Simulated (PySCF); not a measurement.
Spinor energies of Cd²⁷⁺ (cadmium, charge +27)

Start: [Ar] 3d3; 3d3/2 filled at m_j = -1/2, +1/2, +3/2. Calculated with PySCF 2.14 in an uncontracted even-tempered set (16 s from 4 bohr⁻², ratio 2.8; 12 p from 5.2 bohr⁻², ratio 2.8; 8 d from 5.2 bohr⁻², ratio 2.8; 3 f from 17 bohr⁻², ratio 3): generalised Hartree-Fock with the X2C-1e Hamiltonian and a Gaussian nucleus; one run each with spin-orbit coupling (SO) switched off, then screened by Boettger's factors.

```
spinor shell  electrons  ε, spin-free (eV)  ε, screened SO (eV)  weight of nominal j (screened SO)  rms radius, screened SO (bohr)
       1s1/2          2           -28041.9             -28039.1                              1.000                          0.0348
       2s1/2          2            -5242.6              -5241.3                              1.000                           0.141
       2p1/2          2            -4822.7              -4961.8                              0.999                           0.123
       2p3/2          4            -4822.7              -4757.4                              0.999                           0.127
       3s1/2          2            -1795.5              -1795.1                              1.000                           0.356
       3p1/2          2            -1650.7              -1689.1                              0.963                           0.346
       3p3/2          4            -1650.7              -1632.5                              0.982                           0.356
       3d3/2          3            -1480.2              -1481.9                              0.868                           0.316
```

```tsv
quantity	spin-free	screened SO
E (hartree)	-5121.13660	-5122.59456
M_J	3/2	3/2
⟨J²⟩	6.751	4.765
⟨L²⟩	12.001	10.634
⟨S²⟩	3.750	3.083
```

The determinant has a definite M_J but mixes levels of different J.

Each row is a mean over spinors that exchange with the open shell spreads, by up to 14.915 eV (3s1/2).

Rows whose weight is well below 1 are mixtures of j = l ± 1/2: exchange outweighs spin-orbit coupling there, and the label is only the starting occupation.

Breit and QED terms are absent; they matter most for the inner s and p1/2 levels.

Densities and radii are taken from the X2C orbitals without a picture-change correction, which distorts them close to the nucleus.

Without spin-orbit coupling the j labels of p, d and f shells carry no meaning; the spin-free column gives the mean over the occupied spinors of each nl shell, and its ⟨J²⟩ belongs to a mixture of degenerate components.
